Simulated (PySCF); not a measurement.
Job for PySCF: R-M06-2X/def2-TZVPPD on CH4 (SMILES C).

```python
from pyscf import gto, dft

mol = gto.M(
    atom='''
    C    -0.02753316    0.02287696    0.12921450
    H    -0.98491102   -0.49550397    0.09257225
    H     0.26732431    0.31149980   -0.87885060
    H    -0.11932324    0.91197809    0.75091302
    H     0.72671233   -0.63828296    0.55382927
    ''',
    basis='def2-tzvppd',
    charge=0, spin=0, verbose=4, max_memory=1800)
mf = dft.RKS(mol, xc='m062x').density_fit(auxbasis='def2-universal-jkfit')
mf.grids.level = 4
mf.conv_tol = 1e-9
mf.max_cycle = 150
mf.kernel()
mf.dip_moment()
```

Program output:

```
PySCF version 2.14.0

[INPUT] verbose = 4
[INPUT] num. atoms = 5
[INPUT] num. electrons = 10
[INPUT] charge = 0
[INPUT] spin (= nelec alpha-beta = 2S) = 0
[INPUT] symmetry False subgroup None
[INPUT] Mole.unit = angstrom
[INPUT] Symbol           X                Y                Z      unit          X                Y                Z       unit  Magmom
[INPUT]  1 C     -0.027533160000   0.022876960000   0.129214500000 AA   -0.052030131744   0.043231188963   0.244180016323 Bohr   0.0
[INPUT]  2 H     -0.984911020000  -0.495503970000   0.092572250000 AA   -1.861212084866  -0.936366796935   0.174936199235 Bohr   0.0
[INPUT]  3 H      0.267324310000   0.311499800000  -0.878850600000 AA    0.505169732338   0.588649309857  -1.660786938410 Bohr   0.0
[INPUT]  4 H     -0.119323240000   0.911978090000   0.750913020000 AA   -0.225488243896   1.723388821704   1.419019951170 Bohr   0.0
[INPUT]  5 H      0.726712330000  -0.638282960000   0.553829270000 AA    1.373287275045  -1.206179984377   1.046585640068 Bohr   0.0

nuclear repulsion = 13.4461112933612
number of shells = 41
number of NR pGTOs = 128
number of NR cGTOs = 105
basis = def2-tzvppd
ecp = {}


******** <class 'pyscf.df.df_jk.DFRKS'> ********
method = DFRKS
initial guess = minao
damping factor = 0
level_shift factor = 0
DIIS = <class 'pyscf.scf.diis.CDIIS'>
diis_start_cycle = 1
diis_space = 8
diis_damp = 0
SCF conv_tol = 1e-09
SCF conv_tol_grad = None
SCF max_cycles = 150
direct_scf = False
XC library pyscf.dft.libxc version 7.1.2
    S. Lehtola, C. Steigemann, M. J. T. Oliveira, and M. A. L. Marques,  SoftwareX 7, 1–5 (2018)
XC functionals = m062x
    Y. Zhao and D. G. Truhlar,  Theor. Chem. Acc. 120, 215 (2008)
    Y. Zhao and D. G. Truhlar,  Theor. Chem. Acc. 120, 215 (2008)
radial grids:
    Treutler-Ahlrichs [JCP 102, 346 (1995); DOI:10.1063/1.469408] (M4) radial grids

becke partition: Becke, JCP 88, 2547 (1988); DOI:10.1063/1.454033
pruning grids: <function nwchem_prune>
grids dens level: 4
symmetrized grids: False
atomic radii adjust function: <function treutler_atomic_radii_adjust>
small_rho_cutoff = 0
Set gradient conv threshold to 3.16228e-05
Initial guess from minao.
tot grids = 91440
******** <class 'pyscf.df.df.DF'> ********
auxbasis = def2-universal-jkfit
init E= -40.3295080982123
  HOMO = -0.460184909306418  LUMO = 0.00702062102270773  gap/eV = 12.71331
cycle= 1 E= -40.4915284495499  delta_E= -0.162  |g|= 0.208  |ddm|= 1.18
  HOMO = -0.422599434602793  LUMO = 0.0276403322631076  gap/eV = 12.25165
cycle= 2 E= -40.4952958829116  delta_E= -0.00377  |g|= 0.166  |ddm|= 0.217
  HOMO = -0.458049689603645  LUMO = 0.0242348677678272  gap/eV = 13.12363
cycle= 3 E= -40.5019501297779  delta_E= -0.00665  |g|= 0.00945  |ddm|= 0.0847
  HOMO = -0.455719005686852  LUMO = 0.0244979592511001  gap/eV = 13.06737
cycle= 4 E= -40.5019729348424  delta_E= -2.28e-05  |g|= 0.000507  |ddm|= 0.0144
  HOMO = -0.455624447113881  LUMO = 0.0245056858017776  gap/eV = 13.06501
cycle= 5 E= -40.5019730382163  delta_E= -1.03e-07  |g|= 3.72e-05  |ddm|= 0.00193
  HOMO = -0.45562692872626  LUMO = 0.0245040931139755  gap/eV = 13.06503
cycle= 6 E= -40.5019730389754  delta_E= -7.59e-10  |g|= 3.9e-06  |ddm|= 0.000243
  HOMO = -0.455628003939218  LUMO = 0.0245038648788842  gap/eV = 13.06505
Extra cycle  E= -40.5019730389809  delta_E= -5.49e-12  |g|= 2.02e-06  |ddm|= 2.17e-05
converged SCF energy = -40.5019730389809
Dipole moment(X, Y, Z, Debye):  0.00006, -0.00022,  0.00073
```

The run converged.

Cost: very roughly 4 core-seconds.
